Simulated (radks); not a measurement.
Values are calculated unless marked as measured or tabulated.
Valence configurations of the holmium ion Ho3+ (all share [Xe]). Level of theory: scalar-relativistic Kohn-Sham, LDA (Slater exchange, Perdew-Wang correlation), spin-polarised, spherical densities, finite nucleus; open shells are filled with parallel spins first (spin-orbit coupling, left out, can overturn this in heavy ions); Fermi nuclear charge, rms radius 5.2022 fm (a radial shooting solver on a logarithmic mesh with Libxc functionals). Energies are relative to 4f10; eigenvalues in eV for spin up.

valence,E (eV),moment (Bohr magnetons),e(4f),e(5d),e(6p),e(6s)
4f10,0.000,4,-36.761,-,-,-
4f9 6p1,19.659,6,-48.975,-,-21.063,-
4f9.5 6p0.5,8.841,5,-42.736,-,-19.668,-
4f7 5d2 6p1,58.272,10,-66.755,-35.197,-22.365,-
4f5 5d2 6p3,171.14,10,-95.529,-46.058,-26.597,-
4f8 5d2,25.599,8,-52.974,-29.831,-,-
4f7.5 5d2.5,35.144,9,-57.418,-30.869,-,-
4f7 5d2.5 6p0.5,52.030,10,-64.379,-33.561,-21.410,-
4f9 6s1,13.360,6,-47.764,-,-,-26.716
4f9 5d1,10.445,6,-44.528,-27.684,-,-

NIST lists [Xe] 4f10 as the ground configuration; this level of theory agrees among the configurations tried. The energies are those of spherical high-spin densities, not of single terms.
